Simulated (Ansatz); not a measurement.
Basis-set series for GaH₅O₃S, SMILES `[OH][Ga-]([OH])([OH])[SH2+]`. Charge 0, multiplicity 1. All single points use the PBE0-D4/def2-TZVP geometry. It is one conformer, not always the lowest.

```xyz
10

O    -1.461    0.922    0.461
Ga   -0.246    0.036   -0.532
O    -0.381   -1.755   -0.615
O     0.584    0.906   -1.861
S     1.590    0.063    1.319
H    -2.206    0.368    0.703
H    -0.047   -2.113   -1.440
H     0.269    1.806   -1.963
H     0.813    0.840    2.094
H     1.085   -1.072    1.834
```

| functional | basis | functions | energy (Eh) | HOMO (eV) | LUMO (eV) |
| --- | --- | --- | --- | --- | --- |
| PBE0-D4 | def2-SVP | 117 | -2550.64319 | -7.90 | 0.20 |
| PBE0-D4 | def2-QZVPP | 480 | -2551.39199 | -8.23 | -0.49 |
| ωB97M-V | def2-SVP | 117 | -2551.07083 | -10.24 | 1.96 |
| ωB97M-V | def2-QZVPP | 480 | -2551.82131 | -10.55 | 0.91 |

Problem. Give the rows for def2-TZVPP. (Best estimate.)

Solution. Computed: 
```tsv
functional	basis	functions	energy (Eh)	HOMO (eV)	LUMO (eV)
PBE0-D4	def2-TZVPP	253	-2551.32152	-8.16	-0.33
ωB97M-V	def2-TZVPP	253	-2551.75356	-10.48	1.42
```

Positive LUMOs are unbound and depend on the basis. Scalar relativity is left out up to krypton.
